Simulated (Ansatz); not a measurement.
Basis sets compared for Na5F4. Total charge 0; doublet. Geometry PBE0-D4/def2-SVP. Ansatz on 4 threads of Arm Neoverse V2 on a shared host; times are rough, and most runs start from earlier orbitals.

```xyz
9

Na   -0.4953   -0.7741    1.8287
Na   -2.2610    2.2794    0.4360
Na    2.1533   -3.6874    1.5606
Na   -0.0295    1.7908   -2.3388
Na    1.7312   -1.3650   -0.8574
F     1.0230   -1.9664    1.0469
F     1.1433    0.1840   -2.0015
F    -1.7607    0.7784    1.6909
F    -1.5044    2.7602   -1.3655
```

Another isomer (doublet) lies 0.43 eV lower at PBE0-D4/def2-TZVP; other spin states weren't run for this one.

| level | functions | energy (Eh) | HOMO (eV) | LUMO (eV) | wall time |
| --- | --- | --- | --- | --- | --- |
| PBE-D4/def2-SVP | 131 | -1209.6801 | -2.55 | -1.83 | 5.5 s |
| PBE0-D4/def2-SVP | 131 | -1209.7538 | -2.97 | -1.20 | 7 s |

Question: Estimate the rows for PBE-D4/def2-TZVP (with forces), PBE0-D4/def2-TZVP.

Answer: 
```csv
level,functions,energy (Eh),HOMO (eV),LUMO (eV),wall time
PBE-D4/def2-TZVP (with forces),284,-1210.4687,-2.56,-1.76,9 s
PBE0-D4/def2-TZVP,284,-1210.5334,-3.00,-1.12,25 s
```
